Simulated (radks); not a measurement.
The numbers below are computed, except where a source is named.
All-electron atom: the hafnium ion Hf2+ in [Xe] 4f14 5d2. Code: a radial shooting solver on a logarithmic mesh with Libxc functionals. Model: scalar-relativistic Kohn-Sham, r2SCAN, spin-polarised, spherical densities, finite nucleus; open shells are filled with parallel spins first (spin-orbit coupling, left out, can overturn this in heavy ions); meta-GGA in the generalised Kohn-Sham scheme; Fermi nuclear charge, rms radius 5.347 fm.

Unscreened Slater integrals over Kohn-Sham orbitals (cm^-1). They are taken over the spin-up orbitals.

\begin{tabular}{lr}
integral & value \\ \hline
F0(5d,5d) & 95494 \\
F2(5d,5d) & 48867 \\
F4(5d,5d) & 31878 \\
F0(5d,4f) & 124330 \\
F2(5d,4f) & 27617 \\
F4(5d,4f) & 12952 \\
G1(5d,4f) & 12220 \\
G3(5d,4f) & 9862.5 \\
G5(5d,4f) & 7492.1 \\
F0(5d,5p) & 112960 \\
F2(5d,5p) & 52675 \\
G1(5d,5p) & 60963 \\
G3(5d,5p) & 37297 \\
F0(5d,5s) & 117250 \\
G2(5d,5s) & 37208 \\
F0(4f,4f) & 301780 \\
F2(4f,4f) & 142920 \\
F4(4f,4f) & 89587 \\
F6(4f,4f) & 64432 \\
F0(4f,5p) & 179060 \\
F2(4f,5p) & 58111 \\
G2(4f,5p) & 28311 \\
G4(4f,5p) & 22066 \\
F0(4f,5s) & 203540 \\
G3(4f,5s) & 34742 \\
F0(5p,5p) & 147250 \\
F2(5p,5p) & 79194 \\
F0(5p,5s) & 158260 \\
G1(5p,5s) & 105190 \\
F0(5s,5s) & 172910 \\
\end{tabular}

Derived for the open shells (J is the average intra-shell exchange parameter used in DFT+U). 5d: Racah B = F2/49 - 5 F4/441 = 635.9 cm^-1, C = 35 F4/441 = 2530 cm^-1, C/B = 3.98, F4/F2 = 0.652, J = (F2 + F4)/14 = 5767 cm^-1.
